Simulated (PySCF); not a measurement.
BFH, SMILES [BH]F (connectivity only; charge and spin as stated), charge +1, multiplicity 1. Geometry optimised at ωB97X-D3(BJ)/def2-TZVPD. The spin state was assumed, not searched. The isomer is the one that the SMILES or the coordinates give; other isomers of the formula were not compared.

PySCF with TDA-LC-ωPBE/def2-TZVPD puts the lowest singlet excitations at 11.38, 11.38, 11.54, 11.72, 11.72, 14.55 eV.

Q: What are the lowest excitation roots from ADC(3)/aug-cc-pVDZ run with PySCF? (An estimate is asked for; the answer gives what the named calculation found.)

A: 11.33, 11.33, 12.54, 12.56, 14.75, 15.50 eV. S1 differs by -0.04 eV (second minus first; roots are paired by order, and the bases may differ).
